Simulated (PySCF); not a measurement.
# Ag: electron affinity

Ag⁻ [Kr] 4d10 5s2 (1S) → Ag [Kr] 4d10 5s1 (2S), as a difference of total energies. Calculation: PySCF 2.14, in x2c-TZVPPall with one added diffuse shell each of s, p, d, f type (9s7p7d3f1g, 95 functions); scalar relativity by spin-free X2C-1e. Correlated levels: valence and next inner shell: [Ar] 3d10 frozen. The calculations carry no spin-orbit coupling.

| method | electron affinity (eV) | error (eV) |
| --- | --- | --- |
| UHF | 0.091 | -1.213 |
| MP2 (valence and next inner shell) | 1.099 | -0.205 |
| SCS-MP2 (valence and next inner shell) | 1.101 | -0.203 |
| CCSD (valence and next inner shell) | 1.115 | -0.189 |
| CCSD(T) (valence and next inner shell) | 1.254 | -0.050 |

Reference: 1.304 eV (measured; photodetachment measurements, as compiled on the Wikipedia data page of electron affinities).

Errors of the correlated levels include the incompleteness of this basis and the frozen core.

The coupled-cluster amplitudes are large for Ag⁻ (T1 above 0.03 or a double amplitude above 0.15), so a single reference is strained.
